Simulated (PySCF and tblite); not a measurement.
Results of a calculation; reference values are marked as such.
Molecule: C6H9N, numbered as in [CH2:1]=[CH:2][C:3]1=[CH:4][N:5]([CH3:6])[CH2:7]1; H are named by their carrier, a and b as at the first point (Å):

```
C1       2.870    0.219   -0.806
C2       1.973   -0.690   -0.426
C3       0.623   -0.387   -0.081
C4      -0.457   -1.059    0.370
N5      -1.259    0.077    0.607
C6      -2.569    0.134   -0.003
C7      -0.176    0.894   -0.004
H1a      2.621    1.266   -0.861
H1b      3.878   -0.051   -1.070
H2       2.241   -1.739   -0.376
H4      -0.718   -2.077    0.593
H6a     -3.024    1.100    0.218
H6b     -2.534   -0.002   -1.092
H6c     -3.189   -0.652    0.427
H7a     -0.452    1.325   -0.966
H7b      0.191    1.672    0.665
```

The mean out-of-plane torsion at N5 (0° is planar) is held and the rest relaxed at GFN2-xTB. Energies: PBE0/pcSseg-1 + D3(BJ). Couplings: B3LYP/6-31G* with H pcJ-1 N pcJ-1, gas phase, for ¹H, ¹⁵N. (tblite 0.8, PySCF 2.14.)

Task: How do the most sensitive couplings change along the out-of-plane angle?

Result: 
```json
{"out-of-plane angle °": "-38", "²J(N5,H7a)": "-0.1", "²J(N5,H7b)": "-1.4", "²J(N5,H4)": "-5.8", "⁴J(H4,H7b)": "-0.5", "⁴J(H4,H7a)": "-2.7"}
{"out-of-plane angle °": "-22", "²J(N5,H7a)": "0.9", "²J(N5,H7b)": "0.1", "²J(N5,H4)": "-4.3", "⁴J(H4,H7b)": "-0.9", "⁴J(H4,H7a)": "-2.4"}
{"out-of-plane angle °": "0", "²J(N5,H7a)": "1.3", "²J(N5,H7b)": "1.2", "²J(N5,H4)": "-3.2", "⁴J(H4,H7b)": "-1.6", "⁴J(H4,H7a)": "-1.7"}
{"out-of-plane angle °": "22", "²J(N5,H7a)": "0.1", "²J(N5,H7b)": "0.9", "²J(N5,H4)": "-4.3", "⁴J(H4,H7b)": "-2.5", "⁴J(H4,H7a)": "-0.9"}
{"out-of-plane angle °": "38", "²J(N5,H7a)": "-1.4", "²J(N5,H7b)": "-0.1", "²J(N5,H4)": "-5.8", "⁴J(H4,H7b)": "-2.7", "⁴J(H4,H7a)": "-0.5"}
```
Values in Hz.
